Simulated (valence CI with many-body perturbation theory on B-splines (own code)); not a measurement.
The numbers below are computed, except where a source is named.
# Ladder of approximations for Pm²⁷⁺

Level of theory: configuration interaction combined with many-body perturbation theory (CI+MBPT): six valence electrons over a frozen Dirac-Fock core [Ar] 3d10, radial functions for each j: 9 s, 9 p, 8 d, 6 f, 3 g, 1 h, with the one-electron correlation potential Σ1, the two-electron term Σ2, the three-electron term Σ3, Breit, model QED; selected CI, second order for the rest, scaled by the run's own slope (own B-spline code, finite nucleus).

No measured spectrum was set against this ion. As an estimate, large intervals hold to a few tenths of a per cent, small ones and those within an open d or f shell to about a per cent. Among the levels kept, up to 670 cm⁻¹ of a level comes from second order outside the variational space, and about a tenth of that is noise between levels of different J, which matters for small intervals.

Each rung adds one term. CI alone is the Dirac-Coulomb CI over the frozen core; QED comes last and gives the full result, which names the levels. Energies are above (4s^2 4p1/2^2 4p3/2^2) J=2 on the same rung, in eV.

Levels are named by their leading jj configuration (3d3/2^4 stands for four electrons in 3d with j = 3/2), which in mixed levels can hold well under half, so a name can repeat and another be missing. Letters in brackets count levels of one name in rising energy.

| Level | CI alone | + Σ1 | + Σ2 | + Σ3 | + Breit | Full |
| --- | --- | --- | --- | --- | --- | --- |
| (4s^2 4p1/2^2 4p3/2^2) J=0 | 6.40 | 6.40 | 6.30 | 6.27 | 6.29 | 6.29 |
| (4s^2 4p1/2 4p3/2^3) J=1 | 31.02 | 31.17 | 31.30 | 31.31 | 30.93 | 30.98 |
| (4s^2 4p1/2 4p3/2^3) J=2 | 34.55 | 34.71 | 34.78 | 34.77 | 34.37 | 34.42 |
| (4s^2 4p3/2^4) J=0 | 68.40 | 68.70 | 68.86 | 68.84 | 68.08 | 68.17 |
| (4s 4p1/2^2 4p3/2^3) J=2 | 97.22 | 97.30 | 97.45 | 97.51 | 97.42 | 97.03 |
| (4s 4p1/2^2 4p3/2^3) J=1 | 103.05 | 103.08 | 103.08 | 103.15 | 103.01 | 102.73 |
| (4s^2 4p1/2^2 4p3/2 4d3/2) J=2 | 108.32 | 108.23 | 108.14 | 108.20 | 107.97 | 107.90 |
| (4s^2 4p1/2^2 4p3/2 4d3/2) J=0 | 109.63 | 109.54 | 109.43 | 109.49 | 109.29 | 109.22 |
| (4s^2 4p1/2^2 4p3/2 4d3/2) J=3 | 110.06 | 109.97 | 109.88 | 109.93 | 109.67 | 109.60 |
| (4s^2 4p1/2^2 4p3/2 4d3/2) J=1 | 114.80 | 114.79 | 114.48 | 114.52 | 114.30 | 114.12 |
| (4s^2 4p1/2^2 4p3/2 4d5/2) J=4 | 115.78 | 115.74 | 115.62 | 115.68 | 115.27 | 115.22 |
| (4s^2 4p1/2^2 4p3/2 4d5/2) J=2 | 120.39 | 120.37 | 120.06 | 120.11 | 119.72 | 119.64 |
| (4s^2 4p1/2^2 4p3/2 4d5/2) J=3 | 124.79 | 124.75 | 124.38 | 124.40 | 123.99 | 123.94 |
| (4s 4p1/2 4p3/2^4) J=0 | 128.02 | 128.22 | 128.53 | 128.60 | 128.13 | 127.82 |
| (4s^2 4p1/2^2 4p3/2 4d5/2) J=1 | 128.77 | 128.76 | 128.38 | 128.38 | 127.98 | 127.91 |
| (4s^2 4p1/2 4p3/2^2 4d3/2) J=1 [a] | 132.87 | 133.01 | 133.12 | 133.20 | 132.67 | 132.48 |
| (4s^2 4p1/2 4p3/2^2 4d3/2) J=2 [a] | 136.27 | 136.32 | 136.38 | 136.46 | 135.85 | 135.83 |
| (4s^2 4p1/2 4p3/2^2 4d3/2) J=0 | 137.65 | 137.72 | 137.76 | 137.84 | 137.22 | 137.17 |
| (4s^2 4p1/2 4p3/2^2 4d3/2) J=3 [a] | 138.62 | 138.67 | 138.71 | 138.79 | 138.13 | 138.11 |

**Question.** How does the ionisation energy move along the ladder, and which term matters most?

**Answer.** CI alone 999.8, + Σ1 1001.1, + Σ2 1001.3, + Σ3 1001.0, + Breit 1000.4, + QED 1000.4 eV. The largest step is Σ1, 1.3 eV. NIST lists 998 ± 4 eV (theoretical).
